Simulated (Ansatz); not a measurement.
A structure drawn as `CBOC(=O)O`, with this starting geometry:

```xyz
11

C     1.2484    0.4321   -1.7713
B    -0.0150    0.2247   -0.7792
O     0.1689   -0.2118    0.6674
C    -0.9232   -0.3833    1.4636
O    -2.1039   -0.2727    1.1581
O    -0.6136   -0.8013    2.8309
H     1.8888    1.2541   -1.2914
H     1.8032   -0.4667   -1.8057
H     0.9593    0.7931   -2.7296
H    -1.0784    0.4114   -1.2323
H    -1.3345   -0.9796    3.4894
```

Charge 0, multiplicity 1.

(1) Does it keep its bonds when Ansatz relaxes it at PBE-D4/def2-SVP and then PBE0-D4/def2-TZVP?

(2) Give the relaxed structure. (An estimate is asked.)

Atoms count as bonded under 1.1 times the sum of their covalent radii (H–H under 0.85 Å, pairs among N, O and F under 1.55 Å), and a drawn bond as lost past 1.3 times.

Results:

(1) Yes, every drawn bond is still there and no new one forms.

(2) Computed: 
Z-matrix (Å, degrees):
```
C
B 1 1.551
H 1 1.096 2 109.9
H 1 1.096 2 109.4 3 114.8
H 1 1.091 2 114.1 3 -122.9
O 2 1.381 1 117.8 3 122.6
H 2 1.194 1 123.9 3 -56.1
C 6 1.344 2 122.2 1 173.6
O 8 1.194 6 126.6 2 -22.8
O 8 1.332 6 108.1 2 158.8
H 10 0.965 8 106.4 6 178.1
```
No frequency check was run.
